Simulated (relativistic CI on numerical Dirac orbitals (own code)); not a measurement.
Radial parameters of Dy3+

Method of calculation: Dirac-Coulomb-Breit CI, KLI orbitals optimised for each configuration, model QED (radiative potential, 1s self-energy scaled to tabulated hydrogen-like ionisation energies), valence Slater integrals scaled by 0.85, P86 correlation energy added to each configuration (own radial code, finite nucleus).

Slater integrals F^k, G^k are unscaled and averaged over j, outside the closed core [Kr] 4d10 5s2; ζ comes from projecting the Hamiltonian with its Breit term on Σ l·s of the shell.

- 4f9 5p6: F^2(4f,4f) = 119930, F^4(4f,4f) = 75018, F^6(4f,4f) = 53907, ζ(4f) = 1908.7 cm⁻¹; <r>(4f) = 0.8025, <r^2>(4f) = 0.8321 (bohr units).
- 4f8 5p6 6s: F^2(4f,4f) = 127160, F^4(4f,4f) = 79912, F^6(4f,4f) = 57528, ζ(4f) = 2030.7, G^3(4f,6s) = 3494.6 cm⁻¹; <r>(4f) = 0.7628, <r^2>(4f) = 0.7358, <r>(6s) = 2.999, <r^2>(6s) = 10 (bohr units).
- 4f11 5p4: F^2(4f,4f) = 109340, F^4(4f,4f) = 67928, F^6(4f,4f) = 48681, ζ(4f) = 1664.2, F^2(5p,5p) = 70666, F^2(4f,5p) = 54996, G^2(4f,5p) = 31058, G^4(4f,5p) = 23422, ζ(5p) = 25009 cm⁻¹; <r>(4f) = 0.8692, <r^2>(4f) = 1.004, <r>(5p) = 1.508, <r^2>(5p) = 2.57 (bohr units).

Correlation outside the listed configurations is missing or only estimated: errors of thousands of cm⁻¹ between configurations and terms are usual at this charge. Rates and lifetimes follow the computed energies and can be off by large factors. The fine structure of a lone outer electron comes out too small, for d and f at times inverted, and misplaced configurations move strength between like terms.

Averages of the first 5 configurations, taken without configuration mixing, which lowers the lowest level and can move excited configurations by several eV; other configurations of the list can lie among them:

| Configuration | Parity | States | Average energy above the lowest level (eV) |
| --- | --- | --- | --- |
| 4f9 5p6 | odd | 2002 | 7.1 |
| 4f8 5p6 6s | even | 6006 | 20.5 |
| 4f11 5p4 | odd | 5460 | 56.5 |
| 4f10 5p5 | odd | 6006 | 30.5 |
| 4f8 5p6 7s | even | 6006 | 33.9 |
